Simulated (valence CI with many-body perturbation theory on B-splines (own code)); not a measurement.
The numbers below are computed, except where a source is named.
## Te XX in three bases

Method: configuration interaction combined with many-body perturbation theory (CI+MBPT): five valence electrons over a frozen Dirac-Fock core [Ar] 3d10, radial functions for each j: 9 s, 9 p, 8 d, 6 f, 3 g, 1 h, with the one-electron correlation potential Σ1 (screened to all orders), the two-electron term Σ2, the three-electron term Σ3, Breit, model QED; selected single and double excitations, second order for the rest, scaled by the run's own slope (own B-spline code, finite nucleus).

No measured levels were compared; by estimate levels hold to about 250 cm⁻¹ or 0.2 % of their energy and the worst to 1 %, as in measured heavy ions of charge 2 to 7; those with d or f electrons hold less well. Among the levels kept, up to 1000 cm⁻¹ of a level comes from second order outside the variational space, and about a tenth of that is noise between levels of different J, which matters for small intervals.

The reference run has the lowest level (4s^2 4p1/2^2 4p3/2) J=3/2 and an ionisation energy of 556.264 eV. Its largest variational space holds 20021 state functions.

Levels are named by their leading jj configuration (3d3/2^4 stands for four electrons in 3d with j = 3/2), which in mixed levels can hold well under half, so a name can repeat and another be missing. Letters in brackets count levels of one name in rising energy.

Changed runs:
A. basis 6 s, 6 p, 5 d, 3 f, 1 g
B. basis 5 s, 5 p, 4 d, 2 f

Excitation energies of the reference run in cm⁻¹, and shifts in cm⁻¹:

```
                       Level  Reference       A       B
  (4s^2 4p1/2 4p3/2^2) J=3/2      84642     -26     -45
  (4s^2 4p1/2 4p3/2^2) J=5/2     107434     +73    +315
  (4s^2 4p1/2 4p3/2^2) J=1/2     138460    +129    +543
        (4s^2 4p3/2^3) J=3/2     223150     +63    +343
  (4s 4p1/2^2 4p3/2^2) J=5/2     452317    -112    -295
  (4s 4p1/2^2 4p3/2^2) J=3/2     505092     -80    -175
  (4s 4p1/2^2 4p3/2^2) J=1/2     510323     -34    -7.2
(4s 4p1/2 4p3/2^3) J=3/2 [a]     567322     -43     -28
    (4s 4p1/2 4p3/2^3) J=5/2     593897    +0.7    +125
  (4s^2 4p1/2^2 4d3/2) J=3/2     633722    +119    +646
    (4s 4p1/2 4p3/2^3) J=1/2     634304     +56    +317
(4s 4p1/2 4p3/2^3) J=3/2 [b]     650263     +52    +323
      Ionisation energy (eV)    556.264  -0.041  -0.139
```
